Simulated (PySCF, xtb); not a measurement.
H₃SbTe₃, SMILES [TeH][Sb]([TeH])[TeH].

GFN2-xTB in xtb 6.7.1 at its own geometry gives an orbital gap of 3.25 eV and a dipole moment of 1.67 D.

Geometry optimised at PBE-D3(BJ)/def2-SVP. The structure was generated by enumeration; whether it is a known compound was not checked. The def2 effective core potentials stand for the cores of Sb, Te; spin–orbit coupling is left out.

What does PySCF with B3LYP/def2-TZVP give? (An estimate is asked for; the answer gives what the named calculation found.)

gap 3.65 eV (levels -6.10 and -2.45 eV), dipole 1.17 D.
